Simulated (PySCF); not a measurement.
Al2O3, SMILES [O][Al][O][Al][O] (connectivity only; charge and spin as stated), neutral, multiplicity 1.

Coordinates come from a ωB97X-D3(BJ)/def2-SVP optimisation. The values are those of a single conformer.

Method: ωB97X/def2-TZVP (PySCF).

```
Property                                                                                                         Result
---------------------------------------------------------------------------------------------  ------------------------
total energy                                                                                         -710.65281 hartree
point group                                                                                                         D∞h
highest occupied level                                                                                        -10.48 eV
lowest empty level                                                                                             -1.57 eV
orbital gap                                                                                                     8.92 eV
dipole moment                                                                                                    0.00 D
quadrupole, principal values (traceless, Buckingham form, about the centre of nuclear charge)  -52.66, 26.33, 26.33 D·Å
mean static polarisability                                                                         56.8 bohr³ (8.41 Å³)
polarisability, principal values                                                                 47.8, 47.8, 74.7 bohr³
```
